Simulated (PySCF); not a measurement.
How methods differ on the excitation energy of As²⁺

As²⁺ [Ar] 3d10 4s2 4p1 (2P) → As²⁺ [Ar] 3d10 4s1 4p2 (4P), as a difference of total energies. Calculation: PySCF 2.14, in x2c-TZVPPall (6s5p4d1f, 48 functions); scalar relativity by spin-free X2C-1e. Correlated levels: valence and next inner shell: [Ne] frozen. The calculations carry no spin-orbit coupling.

```tsv
method	excitation energy (eV)
UHF	6.583
MP2 (valence and next inner shell)	7.601
SCS-MP2 (valence and next inner shell)	7.878
CCSD (valence and next inner shell)	7.799
CCSD(T) (valence and next inner shell)	7.849
```

Q: How much does correlation contribute at CCSD(T) (valence and next inner shell)?

A: 7.849 − (6.583) = 1.266 eV, measured against UHF.

A first-order spin-orbit estimate (lowest level to lowest level, LS coupling) adds 0.025 eV.
